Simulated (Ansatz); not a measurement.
`B[C@H]1C[Si@H]1Cl` + H–F → `F[C@H]1C[Si@@H]1Cl` + BH₃  (substitution at a C–B bond)

Isolated molecules relaxed with PBE0-D4/def2-TZVP in Ansatz; ΔE leaves out vibrations. CCSD(T)/CBS is the MP2 limit (def2-TZVPP, def2-QZVPP) plus CCSD(T) − MP2 in def2-TZVPP, frozen cores. This one scheme is used for every species. DFT in def2-TZVPP. B3LYP here is the variant with VWN-RPA as its local correlation; programs differ in this.

| level | ΔE (eV) |
| --- | --- |
| B3LYP-D4 | 1.56 |
| HF/def2-TZVPP | 1.27 |

(1) What does CCSD(T)/CBS give? (Estimate.)

Largest T1 diagnostic among the species: 0.011.

Results:

(1) The calculation gave: +1.74 eV. The listed levels differ from it by -0.18, -0.47 eV.

The D4 term adds +0.09 eV with B3LYP and +0.05 eV with PBE0; it sums over pairs of atoms, weighted by their polarisabilities, and B3LYP, whose exchange is more repulsive, gets the larger term. In def2-TZVPP, CCSD(T) changes the Hartree–Fock value by +0.42 eV (the triples alone add +0.06 eV) and MP2 by +0.58 eV.
